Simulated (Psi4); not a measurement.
fluorine atom (F), doublet. Base run: B3LYP/aug-cc-pVDZ (Psi4).

Here is a job for Psi4.
```
memory 2 GB

molecule {
0 2
F     0.00000000    0.00000000    0.00000000
}

set {
  basis aug-cc-pvdz
  reference uks
}

energy('b3lyp')
print_variables()
```

Each row names what was changed in the base input (with any setting that the change needs).

```json
[
 {"change": "base", "ΔE vs base (mEh)": "0.000", "SCF cycles": "7", "grid points": "22348", "basis functions": "23"},
 {"change": "dft_spherical_points = 110", "ΔE vs base (mEh)": "-0.001", "SCF cycles": "7", "grid points": "8140", "basis functions": "23"},
 {"change": "damping_percentage = 20", "ΔE vs base (mEh)": "0.000", "SCF cycles": "18", "grid points": "22348", "basis functions": "23"},
 {"change": "e_convergence = 1e-8", "ΔE vs base (mEh)": "0.000", "SCF cycles": "8", "grid points": "22348", "basis functions": "23"},
 {"change": "d_convergence = 1e-8", "ΔE vs base (mEh)": "0.000", "SCF cycles": "9", "grid points": "22348", "basis functions": "23"},
 {"change": "scf_type = mem_df", "ΔE vs base (mEh)": "0.000", "SCF cycles": "7", "grid points": "22348", "basis functions": "23"},
 {"change": "dft_pruning_scheme = robust", "ΔE vs base (mEh)": "0.000", "SCF cycles": "7", "grid points": "15610", "basis functions": "23"},
 {"change": "scf_type = cd", "ΔE vs base (mEh)": "0.018", "SCF cycles": "7", "grid points": "22348", "basis functions": "23"},
 {"change": "dft_radial_points = 35", "ΔE vs base (mEh)": "0.012", "SCF cycles": "8", "grid points": "10570", "basis functions": "23"},
 {"change": "d_convergence = 1e-10", "ΔE vs base (mEh)": "0.000", "SCF cycles": "11", "grid points": "22348", "basis functions": "23"},
 {"change": "d_convergence = 1e-4", "ΔE vs base (mEh)": "0.000", "SCF cycles": "7", "grid points": "22348", "basis functions": "23"},
 {"change": "df_basis_scf = def2-universal-jkfit", "ΔE vs base (mEh)": "0.008", "SCF cycles": "7", "grid points": "22348", "basis functions": "23"},
 {"change": "scf_type = disk_df", "ΔE vs base (mEh)": "0.000", "SCF cycles": "7", "grid points": "22348", "basis functions": "23"}
]
```

Open shells are given as the SCF converged; they aren't shown to be the lowest states, and a large step between rows can be another state.
